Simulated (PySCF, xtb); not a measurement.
Na(OtBu) (C₄H₉NaO), SMILES CC([O][Na])(C)C.

Harmonic wavenumbers (cm⁻¹) from xtb with GFN2-xTB at its own minimum, in rising order: 33, 41, 161, 228, 235, 282, 335, 365, 446, 473, 501, 778, 904, 910, 934, 1000, 1006, 1010, 1184, 1195, 1221, 1363, 1366, 1390, 1470, 1482, 1483, 1487, 1495, 1508, 2907, 2922, 3010, 3011, 3020, 3021, 3023, 3041, 3046.

### Question
What does PBE0-D3(BJ)/def2-SVP in PySCF give at its own minimum? (An estimate is asked for; the answer gives what the named calculation found.)

### Answer
65, 65, 235, 290, 290, 330, 341, 341, 481, 481, 511, 776, 885, 885, 923, 1021, 1021, 1065, 1235, 1235, 1293, 1353, 1353, 1373, 1435, 1446, 1446, 1460, 1460, 1479, 3028, 3028, 3037, 3124, 3124, 3131, 3133, 3136, 3136. Paired by order, the mean absolute difference is 46 cm⁻¹ and the zero-point energies are 76.2 and 77.8 kcal/mol.
